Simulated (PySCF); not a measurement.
# CH8ClSi3: g tensor and hyperfine couplings

Compound: CH₈ClSi₃ (doublet state).
Atom-mapped SMILES: `[CH3:1][SiH:2][SiH2:3][SiH2:4][Cl:5]` (hydrogens: H6, H7, H8 on C1; H9 on Si2; H10, H11 on Si3; H12, H13 on Si4)

Cartesian coordinates in Å at the GFN2-xTB level; atoms count from 1:
```xyz
13
CH8ClSi3 angstrom
C     -2.0181   -0.7963    1.0339
Si    -1.5503    0.8253    0.1469
Si     0.7005    1.2468    0.0296
Si     2.2073   -0.2312   -0.9460
Cl     1.2950   -2.0677   -0.9428
H     -1.6683   -1.6527    0.4613
H     -3.0921   -0.9019    1.1593
H     -1.5630   -0.8548    2.0187
H     -2.3455    0.8452   -1.0969
H      0.8758    2.5475   -0.6423
H      1.1554    1.4891    1.4144
H      3.4983   -0.4756   -0.2951
H      2.5006    0.0268   -2.3587
```

The hyperfine couplings belong to this conformer and change with its torsions.

Method: UKS B3LYP, pcH-1 on C Cl H Si, non-relativistic, mean-field spin-orbit, GIAO in PySCF. One conformer (not necessarily the lowest) at the GFN2-xTB geometry, without solvent, vibrations or thermal averaging. Couplings are sensitive to structure, and on GFN2-xTB geometries they can be far from those on DFT ones, by a factor of two or more for some ions and for spin on atoms past the first row. No stability test was run, so a lower SCF solution isn't excluded.

```
g1, g2, g3                      : 2.00192, 2.00459, 2.00563
g_iso                           : 2.00405
Form of g                       : rhombic: the two nearest values differ by 28 % of g3 − g1
⟨S²⟩                            : 0.7523 (exact 0.7500)
α and β electrons               : 37, 36
HOMO–LUMO gap, α and β orbitals : 4.80, 5.00 eV
Total energy                    : -1371.65185 Eh
Basis functions                 : 245
```

Isotropic coupling and dipolar principal values T1 to T3, in mT; ρ(0) is the spin density at the nucleus (MHz turned into mT with g_iso):

```tsv
atom	isotope	a_iso	of which spin–orbit	T1	T2	T3	Mulliken spin population	ρ(0) (bohr⁻³)
C1	13C	0.18	0.00	-0.11	-0.11	0.22	-0.02	0.0044
Si2	29Si	-14.39	0.03	-5.87	2.91	2.96	0.93	0.4553
Si3	29Si	-1.47	0.00	-0.31	0.07	0.24	0.02	0.0464
Si4	29Si	-2.57	0.00	-0.47	0.22	0.24	0.05	0.0813
Cl5	35Cl	0.00	0.00	-0.02	0.01	0.01	0.00	0.0002
H6	1H	2.34	0.00	-0.14	0.02	0.12	0.02	0.0147
H7	1H	0.21	0.00	-0.13	-0.08	0.21	0.00	0.0013
H8	1H	0.16	0.00	-0.12	-0.08	0.20	0.00	0.0010
H9	1H	0.80	0.00	-0.33	0.05	0.28	-0.01	0.0050
H10	1H	-0.03	0.00	-0.09	-0.04	0.13	0.00	-0.0002
H11	1H	0.19	0.00	-0.10	-0.04	0.14	0.00	0.0012
H12	1H	0.58	0.00	-0.04	-0.01	0.05	0.01	0.0037
H13	1H	0.19	0.00	-0.04	-0.01	0.05	0.00	0.0012
```

The largest Mulliken spin population is on Si2 (+0.93). The angles at Si2 add up to 339.5°, so it is pyramidal.

Axes: g2 points within 10° of the Si2–Si3 bond.

Under fast tumbling the dipolar parts average out, and these isotropic splittings remain: 3 × 1H (H6/H7/H8, I = 1/2, 4 lines) with 0.90 mT, 1 × 1H (H9, I = 1/2, 2 lines) with 0.80 mT, 2 × 1H (H12/H13, I = 1/2, 3 lines) with 0.38 mT and 2 × 1H (H10/H11, I = 1/2, 3 lines) with 0.08 mT.

Nuclei that the bonding pattern makes equivalent are averaged, as if the motion that swaps them (rotation, inversion, ring flip) were fast. The three 1H nuclei of mean +25.3 MHz run from 4.6 to 65.5 MHz in the frozen geometry. The 1H value of +10.8 MHz is a mean of couplings from 5.2 to 16.4 MHz in this one geometry, not an average over conformers. The 1H value of +2.3 MHz is a mean of couplings from -0.8 to 5.4 MHz in this one geometry, not an average over conformers.

The 29Si coupling of Si2 (-403.6 MHz) shows only in satellite lines or after enrichment, since that isotope makes up about 4.7 % of natural silicon.
